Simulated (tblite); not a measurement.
Compound: C4H7P2Si (charge -1).
Atom-mapped SMILES: `[CH3:1][c:2]1[p:3][c:4]([SiH3:5])[cH:6][p-:7]1` (hydrogens: H8, H9, H10 on C1; H11, H12, H13 on Si5; H14 on C6)

Geometry (GFN2-xTB, Å), atoms numbered from 1 in this order:
```xyz
14
C4H7P2Si angstrom
C      2.9802    0.3623    0.2057
C      1.5339   -0.0502    0.1250
P      0.2826    1.1345   -0.0821
C     -1.0313   -0.0426   -0.0820
Si    -2.7981    0.4955   -0.2705
C     -0.6466   -1.3562    0.0676
P      1.0448   -1.7221    0.2361
H      3.5655   -0.1018   -0.5920
H      3.0637    1.4465    0.1127
H      3.4218    0.0598    1.1584
H     -3.0790    1.1942   -1.5392
H     -3.2611    1.4113    0.7894
H     -3.7052   -0.6678   -0.2332
H     -1.3719   -2.1641    0.0819
```

The geometry is computed with GFN2-xTB (gas phase).

Masses are those of the commonest isotopes; rigid-rotor values at the optimised geometry. 

What are A, B and C (cm⁻¹)?

Ia = 164.85, Ib = 498.17, Ic = 654.34 u·Å²; 505379 MHz·u·Å²/I gives 3066, 1014 and 772.3 MHz, that is A = 0.10226, B = 0.03384, C = 0.02576 cm⁻¹.

What kind of rotor is it?

An asymmetric top; Ray's κ = -0.789.

What does the inertial defect say?

Not planar: Δ = Ic − Ia − Ib = -8.68 u·Å². For a rigid frame Δ = −2 Σ m c², so Σ m c² = 4.34 u·Å² lies off the ab plane, practically all of it from hydrogen. The atom farthest from that plane is 1.17 Å away.

Give the other two planar moments, Paa and Pbb, and the rms extents of the mass along the axes.

Paa = Σ m a² = (Ib + Ic − Ia)/2 = 493.83 and Pbb = Σ m b² = (Ia + Ic − Ib)/2 = 160.51 u·Å². With the mass M = 144.98 u, the rms extents √(P/M) along a, b and c are 1.85, 1.05, 0.17 Å.

List the rotational levels J(Ka,Kc) to J = 3 (MHz).

Above 0(0,0):
J = 1: 1(0,1) 1787, 1(1,1) 3838, 1(1,0) 4080
J = 2: 2(0,2) 5340, 2(1,2) 7169, 2(1,1) 7896, 2(2,1) 14049, 2(2,0) 14070
J = 3: 3(0,3) 10621, 3(1,3) 12155, 3(1,2) 13606, 3(2,2) 19410, 3(2,1) 19510, 3(3,1) 30283, 3(3,0) 30284
Those of J = 1 are B + C, A + C and A + B.

Estimate the classical rotational partition function at 25 K, 200 K and 500 K.

Point group Cs, symmetry number σ = 1; q = (√π/σ)·√((kT/h)³/(ABC)), k/h = 20836.6 MHz/K: 13600 at 25 K, 308000 at 200 K, 1220000 at 500 K.

Its GFN2-xTB frequencies are all real (lowest 31 cm⁻¹). Constants of a rigid frame at the computed geometry: no zero-point averaging, no centrifugal distortion.
